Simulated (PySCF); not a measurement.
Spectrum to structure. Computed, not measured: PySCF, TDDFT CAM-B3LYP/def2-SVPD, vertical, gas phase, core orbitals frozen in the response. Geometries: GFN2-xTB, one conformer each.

```csv
state,λ (nm),f
S1,298.3,0.0005
S2,242.0,0.0012
S3,241.3,0.0005
S4,207.8,0.046
S5,207.5,0.565
S6,203.9,0.046
S7,194.6,0.070
S8,191.6,0.0001
```

Orbital energies (eV): HOMO-3 -10.06, HOMO-2 -9.24, HOMO-1 -9.22, HOMO -8.39, LUMO -0.81, LUMO+1 0.10, LUMO+2 0.37.

Question: Which candidate is it? All have the formula C2H9FSi4.
A. `C#C[Si@@H](F)[SiH2][SiH2][SiH3]`
B. `[Si]([SiH3])([SiH2]C#C)(F)[SiH3]`
C. `C=C[Si]1(F)[SiH2][SiH2][SiH2]1`
D. `F[Si@@H]1C([SiH3])=C[Si@@H]1[SiH3]`

Answer: C. Its S1, at 4.16 eV, is the lowest among the candidates; the nearest of the others has S1 at 4.80 eV. S1 is HOMO→LUMO (95%). Löwdin shares by element: HOMO silicon 67% (atoms not listed hold the other 33%); LUMO silicon 75% (atoms not listed hold the other 25%). At the same level the other candidates give, for their lowest levels:
- `C#C[SiH2][Si](F)([SiH3])[SiH3]`: 226 nm (f 0.029); 219 nm (f 0.035); 208 nm (f 0.009); 198 nm (f 0.003); 196 nm (f 0.044); T1 4.84 eV; HOMO -9.11, LUMO -0.40 eV
- `F[Si@@H]1C([SiH3])=C[Si@@H]1[SiH3]`: 258 nm (f 0.000); 220 nm (f 0.045); 215 nm (f 0.010); 203 nm (f 0.061); 197 nm (f 0.008); T1 4.15 eV; HOMO -8.74, LUMO -0.22 eV
- `C#C[Si@@H](F)[SiH2][SiH2][SiH3]`: 221 nm (f 0.014); 202 nm (f 0.004); 195 nm (f 0.017); 189 nm (f 0.063); 182 nm (f 0.086); T1 4.94 eV; HOMO -9.41, LUMO -0.16 eV

The values belong to the conformer `[CH2:1]=[CH:2][Si:3]1([F:4])[SiH2:5][SiH2:6][SiH2:7]1`: C1–C2–Si3–F4 0°.
Triplets come from the Tamm–Dancoff approximation.
